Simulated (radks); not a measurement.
Question: These are the eigenvalues of the occupied orbitals of an atom or ion with whole-number occupations (eV). All-electron calculation, scalar-relativistic Kohn-Sham, LDA (Slater exchange, VWN5 correlation), spin-polarised, spherical densities, finite nucleus; Fermi nuclear charge, rms radius of each element as measured or else 0.836 A^(1/3) + 0.57 fm. Program: a radial shooting solver on a logarithmic mesh with Libxc functionals.

orbital  eigenvalue
1s        -85179.40
2s        -21106.60

Which element is it, and in what charge state? The configuration may be excited. Open shells, if any, are filled with parallel spins first.

Answer: Z = 77, iridium, charge +73: Ir73+ in [He] 2s2. The 1s level, -3130.3 hartree, gives Z - s = 79.1 by -(Z - s)^2/2, which with screening and relativity narrows Z to a few neighbours, and with so few levels the electron count can be read from the list.
